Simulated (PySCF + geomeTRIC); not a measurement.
Species: C3H4O, SMILES `C#COC` (charge 0, multiplicity 1).

Give a relaxed geometry from PBE-D3(BJ)/def2-TZVP (PySCF + geomeTRIC).

the end point of this relaxation (outside a Z-matrix the atoms follow the SMILES, hydrogens last).
Bonds (Å): C1–C2 1.212, C1–H5 1.068, C2–O3 1.301, O3–C4 1.453, C4–H6 1.099, C4–H7 1.099, C4–H8 1.095. Angles (°): C2–C1–H5 179.2, C1–C2–O3 178.1, C2–O3–C4 114.4, O3–C4–H6 109.8, O3–C4–H7 109.8, O3–C4–H8 105.7, H6–C4–H7 110.2, H6–C4–H8 110.6, H7–C4–H8 110.6.
